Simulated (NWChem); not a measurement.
Molecule: C2H5ClSi2; SMILES ClC1=C[SiH2][SiH2]1

```xyz
10

Cl    -0.1595    -2.3331     0.0000
C     -0.1581    -0.6021     0.0000
C     -1.2735     0.1654     0.0000
Si    -0.5868     1.9226     0.0000
Si     1.3280     0.5787     0.0000
H     -2.2909    -0.2442     0.0000
H     -0.9128     2.7309    -1.2147
H     -0.9128     2.7309     1.2147
H      2.1893     0.4830    -1.2166
H      2.1893     0.4830     1.2166
```
Atoms are numbered in this order, from 1.

Computed with NWChem. Structure relaxed at the PBE0/def2-SVP level. GIAO values for the isolated, static molecule; σ is the absolute isotropic shielding, δ = σ(reference) − σ with the isolated reference molecule computed at the same levels (13C: tetramethylsilane, 1H: tetramethylsilane, 29Si: tetramethylsilane).

Task: Estimate the computed values for BHandHLYP/pcSseg-1. Quantities: δ C2 (ppm); δ C3 (ppm); δ Si4 (ppm); δ Si5 (ppm); δ H6 (ppm); δ H7 (ppm); δ H9 (ppm).

Result: 
```
Property     Value
-----------  -----
δ C2 (ppm)   172.4
δ C3 (ppm)   163.7
δ Si4 (ppm)  -68.1
δ Si5 (ppm)  -40.9
δ H6 (ppm)    7.04
δ H7 (ppm)    4.29
δ H9 (ppm)    4.52
```
